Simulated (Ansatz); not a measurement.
Reaction (ligand exchange at the Si–O bond): `O[Si](O)(Cl)Cl` + CH₃OH → `CO[Si](O)(Cl)Cl` + H₂O

Gas-phase electronic energies from Ansatz, PBE0-D4/def2-TZVP geometries. CBS: MP2 limit from def2 TZ/QZ plus the TZ coupled-cluster correction, frozen cores. This one scheme is used for every species. DFT in def2-TZVPP. B3LYP here is the variant with VWN-RPA as its local correlation; programs differ in this. Each species was taken in one conformer, which may not be the lowest.

`O[Si](O)(Cl)Cl`:

Cartesian coordinates in Å:
```
O 1.400 0.031 -0.153
Si -0.177 0.004 0.222
O -0.924 -1.073 -0.722
Cl -0.502 -0.579 2.134
Cl -0.948 1.883 -0.007
H 1.941 0.741 0.197
H -0.789 -1.007 -1.670
```

CH₃OH:

Z-matrix (Å, degrees):
```
C
O 1 1.409
H 1 1.097 2 112.4
H 1 1.090 2 107.0 3 -118.5
H 1 1.097 2 112.4 3 123.0
H 2 0.959 1 108.5 3 -61.6
```

`CO[Si](O)(Cl)Cl`:

Z-matrix (Å, degrees):
```
C
O 1 1.414
H 1 1.090 2 107.7
H 1 1.094 2 111.0 3 119.4
H 1 1.094 2 110.8 3 -119.2
Si 2 1.613 1 126.2 3 -177.9
Cl 6 2.044 2 108.9 1 56.2
O 6 1.615 2 109.9 1 178.5
Cl 6 2.028 2 111.5 1 -63.2
H 8 0.959 6 117.9 2 -58.8
```

H₂O:

```xyz
3

O    -0.154    0.322   -0.154
H     0.194   -0.440   -0.622
H    -0.040    0.117    0.776
```

Task: Is it downhill or uphill in electronic energy at CCSD(T)/CBS, and by how much? (Estimate.)

Result: The calculation gave: Downhill: ΔE = -8.9 kJ/mol.

Task: What do these levels give: PBE0-D4, B2PLYP, PBE0, B3LYP, HF/def2-QZVPP, CCSD/CBS(def2)? (Estimate.)

Result: Ansatz gave: PBE0-D4 -4.8, B2PLYP -3.4, PBE0 -0.4, B3LYP 0.1, HF/def2-QZVPP -0.6, CCSD/CBS(def2) -7.7 kJ/mol.

Largest T1 diagnostic among the species: 0.010.

In def2-TZVPP, CCSD(T) changes the Hartree–Fock value by −7.1 kJ/mol (the triples alone add −1.2 kJ/mol) and MP2 by −8.7 kJ/mol. The D4 term adds −7.4 kJ/mol with B3LYP and −4.3 kJ/mol with PBE0; it sums over pairs of atoms, weighted by their polarisabilities, and B3LYP, whose exchange is more repulsive, gets the larger term.
